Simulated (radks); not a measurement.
Values are calculated unless marked as measured or tabulated.
Problem. Level of theory: non-relativistic Kohn-Sham, exchange-only LDA, spin-polarised, spherical densities, point nucleus; open shells are filled with parallel spins first (spin-orbit coupling, left out, can overturn this in heavy ions) (a radial shooting solver on a logarithmic mesh with Libxc functionals). Response by self-consistent Sternheimer equations with the Hartree and adiabatic exchange-only LDA kernel. For heavy and open-shell atoms this level of theory can miss by tens of per cent. Rank Cd, Nb3+, O+, Ca3+, Zr+, Sr3+ (NIST ground configurations) by static dipole polarisability, largest first.

Solution. Zr+ 60.09, Cd 57.58, Nb3+ 6.138, Sr3+ 4.656, O+ 2.785, Ca3+ 2.581 bohr^3.
